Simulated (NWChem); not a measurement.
# AlH3S3; SMILES [Al]([SH])([SH])[SH]

```xyz
7

Al     0.0011     0.0079     0.0039
S      2.1662     0.2599     0.0104
H      2.4032    -1.0423    -0.2675
S     -0.8433    -2.0109     0.0117
H     -2.0906    -1.6100    -0.3204
S     -1.1967     1.8347    -0.0092
H     -2.3465     1.2106     0.3311
```
Atoms are numbered in this order, from 1.

All runs: NWChem. The geometry was optimised at PBE0/def2-SVP. B3LYP is NWChem's, with the RPA form of VWN correlation. Ions are spin-unrestricted doublets at the neutral geometry; other ion states weren't tried.

Q: What does the run give for B3LYP/def2-SVP? Quantities: −ε(HOMO) (eV).

A: −ε(HOMO) (eV): 7.25
